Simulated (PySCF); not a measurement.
SrCl, SMILES [Cl][Sr+], charge +1.

Geometry optimised at r2SCAN-D4/def2-TZVPD. The multiplicity is an assumed one; other spin states were not compared. The def2 effective core potentials stand for the cores of Sr; spin–orbit coupling is left out.

Two levels are set side by side: TDDFT-PBE/def2-TZVPD (PySCF) and TDDFT-B3LYP/def2-TZVPD (PySCF). Vertical, same geometry. The lowest singlet is HOMO−1→LUMO 100 % with PBE and HOMO−1→LUMO 99 % with the other functional; states are paired by order. Differences are taken from unrounded values.

```
quantity                              TDDFT-B3LYP  TDDFT-PBE  TDDFT-PBE minus TDDFT-B3LYP
------------------------------------  -----------  ---------  ---------------------------
lowest singlet excitation (eV)               4.02       3.69                        -0.33
lowest triplet excitation (TDA) (eV)         3.98       3.64                        -0.34
```

Functionals without exact exchange tend to place singlet excitations lower, as here. Differences between two approximate levels are no errors against the true value.

Rough cost on one machine, each run with all the roots and properties that it gave: TDDFT-B3LYP against TDDFT-PBE within a factor of 2.
